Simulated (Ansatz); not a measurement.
Consider the substitution at a C–Si bond: `[SiH3]C[O][SnH3]` + H–F → `FC[O][SnH3]` + SiH₄.

Program: Ansatz. Geometries: PBE0-D4/def2-TZVP. ΔE: electronic, gas phase. CCSD(T)/CBS is the MP2 limit (def2-TZVPP, def2-QZVPP) plus CCSD(T) − MP2 in def2-TZVPP, frozen cores. This one scheme is used for every species. DFT in def2-TZVPP. def2 core potentials past Kr. For Sn outer-core shells are correlated without core-valence functions, which leaves a few kJ/mol of doubt a bond. Each species was taken in one conformer, which may not be the lowest.

`[SiH3]C[O][SnH3]`:

Z-matrix (Å, degrees):
```
Si
C 1 1.889
H 1 1.491 2 109.5
H 1 1.486 2 110.1 3 119.8
H 1 1.486 2 110.1 3 -119.8
O 2 1.412 1 107.8 3 -180.0
H 2 1.102 1 109.1 3 57.8
H 2 1.102 1 109.1 3 -57.8
Sn 6 1.973 2 119.0 1 180.0
H 9 1.698 6 104.0 2 -179.9
H 9 1.708 6 106.9 2 59.6
H 9 1.709 6 106.9 2 -59.5
```

H–F:

Z-matrix (Å, degrees):
```
F
H 1 0.920
```

`FC[O][SnH3]`:

Cartesian coordinates in Å:
```
F -1.672 -0.779 0.246
C -0.526 -0.858 1.042
O 0.590 -0.704 0.290
Sn 0.661 0.808 -1.004
H -0.649 -0.075 1.804
H -0.527 -1.853 1.499
H -0.043 2.146 -0.216
H 2.335 0.972 -1.249
H -0.169 0.345 -2.412
```

SiH₄:

```xyz
5

Si    0.000    0.000    0.000
H     0.427    1.294   -0.588
H    -0.614   -0.844   -1.055
H    -0.993    0.249    1.075
H     1.180   -0.699    0.568
```

```
           species  PBE0-D4 energy (Eh)
`[SiH3]C[O][SnH3]`           -621.70953
               H–F           -100.39410
     `FC[O][SnH3]`           -430.34091
              SiH₄           -291.75788
```

Problem. Work out ΔE.

Solution. ΔE = (-430.34091) + (-291.75788) − (-621.70953) − (-100.39410) = 0.00484 Eh = +12.7 kJ/mol. CCSD(T)/CBS gives +21.4 kJ/mol.

Largest T1 diagnostic among the species: 0.014.

The D4 term adds +8.1 kJ/mol with B3LYP and +4.6 kJ/mol with PBE0; it sums over pairs of atoms, weighted by their polarisabilities, and B3LYP, whose exchange is more repulsive, gets the larger term. In def2-TZVPP, CCSD(T) changes the Hartree–Fock value by +26.0 kJ/mol (the triples alone add +2.1 kJ/mol) and MP2 by +35.5 kJ/mol.

B3LYP here is the variant with VWN-RPA as its local correlation; programs differ in this.
